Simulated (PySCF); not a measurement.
VO2F, SMILES [O]=[V](=[O])[F], multiplicity 1. Heavy atoms are numbered as in [V:1](=[O:2])(=[O:3])[F:4].

Geometry optimised at B3LYP-D3(BJ)/def2-SVP. The spin state was assumed, not searched.

Method: PBE0/pcSseg-2 (PySCF).

GIAO shieldings, no solvent; atoms alike by connectivity are averaged. δ = σ(ref) − σ: ¹⁷O against H2O (σ = 327.8 ppm); ¹⁹F against CFCl3 (σ = 165.8 ppm), references at their B3LYP-D3(BJ)/def2-TZVP geometries, non-relativistic.

```
nucleus  atoms  count  δ (ppm)
-------  -----  -----  -------
¹⁷O         O2      2   1590.8
¹⁹F         F4      1    226.2
```
